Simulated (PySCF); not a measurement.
Series: H2E=E'H2. All species are isolated molecules in the gas phase. One relaxed conformer stands for each flexible species; it need not be the lowest. Strings in code marks are SMILES.

Level of theory: TPSSh-D3(BJ)/def2-TZVP // CAM-B3LYP-D3(BJ)/def2-TZVP (PySCF). Delta-SCF ions had no search for a lower state. Excitations are Tamm–Dancoff values on a coarser integration grid. The basis has no diffuse functions, so Rydberg states are missing or too high.

| species | S1–T1 gap (TDA) (eV) | vertical ionisation energy (Delta-SCF) (eV) | S1 oscillator strength |
|---|---|---|---|
| `[CH2]=[GeH2]` | 3.11 | 8.56 | 0.351 |
| `BN` | 1.44 | 11.23 | 0.000 |
| `[GaH2][NH2]` | 1.49 | 9.67 | 0.121 |
| `C=[NH2+]` | 2.42 | 21.15 | 0.000 |
